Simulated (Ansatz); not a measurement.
Computed with Ansatz on PBE0-D4/def2-TZVP structures; ΔE is electronic, products minus reactants. CCSD(T)/CBS is the MP2 limit (def2-TZVPP, def2-QZVPP) plus CCSD(T) − MP2 in def2-TZVPP, frozen cores. This one scheme is used for every species. DFT in def2-TZVPP. B3LYP here is the variant with VWN-RPA as its local correlation; programs differ in this. Each species was taken in one conformer, which may not be the lowest.

`C[CH2][AlH][CH]=N` + H₂S → `N=CS` + `C[CH2][AlH2]`  (substitution at a C–Al bond)

| level | ΔE (kJ/mol) | difference from CCSD(T)/CBS |
| --- | --- | --- |
| PBE0-D4 | 0.1 | -11.7 |
| B3LYP-D4 | 3.3 | -8.5 |
| ωB97X-V | 4.7 | -7.1 |
| B3LYP | 1.1 | -10.7 |
| HF/def2-TZVPP | 6.6 | -5.2 |
| MP2/def2-TZVPP | 7.1 | -4.7 |
| SCS-MP2/def2-TZVPP | 8.2 | -3.6 |
| SCS-MP2/def2-QZVPP | 8.2 | -3.6 |
| MP2/CBS(def2) | 6.6 | -5.2 |
| CCSD/CBS(def2) | 12.8 | 1.0 |
| CCSD(T)/CBS | 11.8 | 0 |

Largest T1 diagnostic among the species: 0.014.

From PBE to PBE0 (25 % exact exchange), in def2-TZVPP and without D4, ΔE moves by +3.4 kJ/mol.

CCSD(T)/CBS has its own doubt, a few kJ/mol and more with outer-core shells, so smaller differences from it don't rank the levels.
